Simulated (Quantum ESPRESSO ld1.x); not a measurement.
ld1.x (Quantum ESPRESSO 7.5) input

```
 &input
    zed=30.0,
    iswitch=1,
    rel=2,
    dft='RXC-VWN',
    config='[Ne] 3s2 3p4 4s0 3d0 4p0',
    rel_dist='average',
    verbosity='high',
    lsmall=.true.,
    prefix='ld1',
    max_out_wfc=37,
    file_charge='ld1.rho',
 /
```

Command: `OMP_NUM_THREADS=1 ld1.x < ld1.in > ld1.out`

Standard output:

```
     Program LD1 v.7.5 starts

     --------------------------- All-electron run ----------------------------

     dirac relativistic calculation

     atomic number is 30.00
     dft =RXC-VWN   lsd =0 sic =0 latt =0  beta=0.20 tr2=1.0E-14
     Exchange-correlation= RXC-VWN
                           (   3   2   0   0   0   0   0)
     mesh =2001 r(mesh) =  99.36527 a.u. xmin = -8.00 dx = 0.00800
     1 Ry =  13.60569312 eV, c = 137.03599908

     n l j   nl                  e(Ry)          e(Ha)          e(eV)
     Spin orbit split results
     1 0 0.5 1S 1( 2.00)    -731.325485128    -365.662742564  -9950.1901237
     2 0 0.5 2S 1( 2.00)    -119.347303079     -59.673651539  -1623.8027807
     2 1 0.5 2P 1( 2.00)    -109.540886072     -54.770443036  -1490.3796803
     2 1 1.5 2P 1( 4.00)    -107.780938639     -53.890469320  -1466.4343756
     3 0 0.5 3S 1( 2.00)     -38.395364636     -19.197682318   -522.3955486
     3 1 0.5 3P 1( 1.33)     -35.197501195     -17.598750597   -478.8864000
     3 1 1.5 3P 1( 2.67)     -34.852341369     -17.426170684   -474.1902613
     4 0 0.5 4S 1( 0.00)     -18.171411565      -9.085705783   -247.2346494
     3 2 1.5 3D 1( 0.00)     -29.853684540     -14.926842270   -406.1800704
     3 2 2.5 3D 1( 0.00)     -29.789821396     -14.894910698   -405.3111681
     4 1 0.5 4P 1( 0.00)     -16.948541672      -8.474270836   -230.5966569
     4 1 1.5 4P 1( 0.00)     -16.833695275      -8.416847638   -229.0340920
     Averaged results
     1 0     1S 1( 2.00)    -731.325485128    -365.662742564  -9950.1901237
     2 0     2S 1( 2.00)    -119.347303079     -59.673651539  -1623.8027807
     2 1     2P 1( 6.00)    -108.367587783     -54.183793892  -1474.4161439
     3 0     3S 1( 2.00)     -38.395364636     -19.197682318   -522.3955486
     3 1     3P 1( 4.00)     -34.967394644     -17.483697322   -475.7556408
     4 0     4S 1( 0.00)     -18.171411565      -9.085705783   -247.2346494
     3 2     3D 1( 0.00)     -29.815366654     -14.907683327   -405.6587290
     4 1     4P 1( 0.00)     -16.871977408      -8.435988704   -229.5549470

     final scf error:  1.7E-16 reached in  17 iterations

     Etot =   -3397.045346 Ry,   -1698.522673 Ha,  -46219.156508 eV

     Ekin =    3457.740347 Ry,    1728.870173 Ha,   47044.954055 eV
     Encl =   -7611.305778 Ry,   -3805.652889 Ha, -103557.090679 eV
     Eh   =     860.865800 Ry,     430.432900 Ha,   11712.675899 eV
     Exc  =    -104.345715 Ry,     -52.172858 Ha,   -1419.695783 eV

     normalization and overlap integrals

     s(1S/1S) =  1.000000  <r> =   0.0505  <r2> =    0.0034  r(max) =   0.0331
     LC norm =  0.98834595 + SC norm =  0.01165405 =  1.00000000
     s(1S/2S) =  0.000000
     s(1S/3S) = -0.000000
     s(1S/4S) =  0.000000
     s(2S/2S) =  1.000000  <r> =   0.2251  <r2> =    0.0597  r(max) =   0.1892
     LC norm =  0.99774714 + SC norm =  0.00225286 =  1.00000000
     s(2S/3S) =  0.000000
     s(2S/4S) =  0.000000
     s(2P/2P) =  1.000000  <r> =   0.1948  <r2> =    0.0465  r(max) =   0.1500
     LC norm =  0.99776165 + SC norm =  0.00223835 =  1.00000000
     s(2P/3P) =  0.000000
     s(2P/4P) =  0.000000
     s(2P/2P) =  1.000000  <r> =   0.1981  <r2> =    0.0480  r(max) =   0.1524
     LC norm =  0.99780013 + SC norm =  0.00219987 =  1.00000000
     s(2P/3P) =  0.000000
     s(2P/4P) =  0.000000
     s(3S/3S) =  1.000000  <r> =   0.5921  <r2> =    0.3989  r(max) =   0.5482
     LC norm =  0.99930688 + SC norm =  0.00069312 =  1.00000000
     s(3S/4S) =  0.000000
     s(3P/3P) =  1.000000  <r> =   0.5822  <r2> =    0.3911  r(max) =   0.5309
     LC norm =  0.99933509 + SC norm =  0.00066491 =  1.00000000
     s(3P/4P) =  0.000000
     s(3P/3P) =  1.000000  <r> =   0.5880  <r2> =    0.3986  r(max) =   0.5352
     LC norm =  0.99934311 + SC norm =  0.00065689 =  1.00000000
     s(3P/4P) =  0.000000
     s(4S/4S) =  1.000000  <r> =   1.1827  <r2> =    1.5713  r(max) =   1.1628
     LC norm =  0.99969539 + SC norm =  0.00030461 =  1.00000000
     s(3D/3D) =  1.000000  <r> =   0.5424  <r2> =    0.3430  r(max) =   0.4488
     LC norm =  0.99941798 + SC norm =  0.00058202 =  1.00000000
     s(3D/3D) =  1.000000  <r> =   0.5440  <r2> =    0.3449  r(max) =   0.4524
     LC norm =  0.99942005 + SC norm =  0.00057995 =  1.00000000
     s(4P/4P) =  1.000000  <r> =   1.2004  <r2> =    1.6299  r(max) =   1.1815
     LC norm =  0.99970796 + SC norm =  0.00029204 =  1.00000000
     s(4P/4P) =  1.000000  <r> =   1.2086  <r2> =    1.6520  r(max) =   1.1910
     LC norm =  0.99971039 + SC norm =  0.00028961 =  1.00000000

     LC charge = 15.95488552 + SC charge =  0.04511448 = 16.00000000

     ------------------------ End of All-electron run ------------------------
```

Run on one thread of a shared host, so times are rough (Intel(R) Xeon(R) Processor @ 2.60GHz): 0.43 s of CPU time, 1.2 s wall, 17 iterations on 2001 mesh points.
